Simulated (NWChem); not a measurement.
SnH₃O₃Cl; SMILES [OH][Sn]([OH])([OH])[Cl]

```xyz
8

O      0.0000     1.8749     0.9008
Sn     0.0000     0.0000     0.2233
O      1.6237    -0.9374     0.9008
O     -1.6237    -0.9374     0.9008
Cl     0.0000     0.0000    -2.1339
H     -0.9140     2.1062     1.1639
H      2.2810    -0.2615     1.1639
H     -1.3670    -1.8447     1.1639
```
Atoms are numbered in this order, from 1.

All runs: NWChem. Structure relaxed at the PBE-D3(BJ)/def2-SVP level. Not confirmed as a minimum by frequencies. def2 effective core potentials on Sn; no spin-orbit coupling.

For level Hartree-Fock/def2-SVP (core potentials):

```yaml
highest occupied level (eV): -12.75
orbital gap (eV): 14.18
dipole (D): 1.53
```

Task: What are these values for level Hartree-Fock/STO-3G (all-electron, non-relativistic)?

Result: 
| Property | Value |
|---|---|
| highest occupied level (eV) | -9.59 |
| orbital gap (eV) | 16.28 |
| dipole (D) | 2.92 |
